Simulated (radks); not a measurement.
Xe18+, 36 electrons, occupied as [Kr]. All-electron calculation, scalar-relativistic Kohn-Sham, TASK exchange with Perdew-Wang LDA correlation, spin-unpolarised, spherical densities, finite nucleus; meta-GGA in the generalised Kohn-Sham scheme; Fermi nuclear charge, rms radius 4.7859 fm. Program: a radial shooting solver on a logarithmic mesh with Libxc functionals.

Local quantities along the radius. ELF = 1/(1 + alpha^2) is the electron localisation function; alpha = (tau - tau_W)/tau_unif compares the Pauli kinetic energy density with that of the uniform gas; r v_xc is r times the local exchange-correlation potential (hartree bohr, multiplicative part alone); s = |grad rho|/(2 (3 pi^2)^(1/3) rho^(4/3)) is the reduced gradient; 4 pi r^2 rho is in e/bohr. tau is taken from the large components.

r (bohr),ELF,alpha,r v_xc,s,4 pi r^2 rho
0.001523,0.999,0.02423,-0.2182,0.6566,4.296
0.001936,0.999,0.02513,-0.2310,0.6041,6.386
0.002481,0.999,0.02677,-0.2500,0.5648,9.496
0.003179,0.999,0.02941,-0.2747,0.5385,13.89
0.004074,0.999,0.03352,-0.3044,0.5238,19.88
0.005221,0.998,0.03995,-0.3376,0.5200,27.71
0.006637,0.998,0.04987,-0.3703,0.5267,36.96
0.008505,0.996,0.06694,-0.4014,0.5451,47.70
0.0109,0.991,0.09741,-0.4305,0.5763,58.28
0.01397,0.976,0.1559,-0.4826,0.6211,66.60
0.0179,0.929,0.2766,-0.6226,0.6760,70.38
0.02275,0.787,0.5202,-0.7619,0.7203,68.83
0.02916,0.510,0.9804,-0.6611,0.7014,64.02
0.03736,0.330,1.426,-0.6651,0.5456,61.72
0.04788,0.388,1.256,-0.8165,0.3427,67.85
0.06086,0.607,0.8046,-0.9496,0.2860,80.91
0.07799,0.751,0.5754,-1.059,0.3645,90.73
0.09995,0.693,0.6656,-1.179,0.4909,84.89
0.1281,0.411,1.198,-1.064,0.5205,68.49
0.1641,0.326,1.438,-1.156,0.2947,62.87
0.2086,0.599,0.8174,-1.385,0.2137,72.63
0.2674,0.776,0.5380,-1.494,0.3785,73.12
0.3426,0.652,0.7301,-1.551,0.6509,49.17
0.4391,0.231,1.824,-0.9698,0.7257,25.23
0.5626,0.411,1.198,-1.339,0.3747,19.39
0.7153,0.838,0.4395,-1.276,0.6152,16.25
0.9166,0.834,0.4464,-1.435,1.349,7.377
1.175,0.450,1.105,0.3342,3.329,1.433
1.505,0.029,5.771,0.2226,10.56,0.1008
1.929,0.000,68.36,-0.08639,48.43,0.002085

On this mesh the ELF has minima near r = 0.042, 0.14, 0.50 bohr, which separate the shells, and maxima near 0.078 (0.75), 0.27 (0.78), 0.81 (0.87).
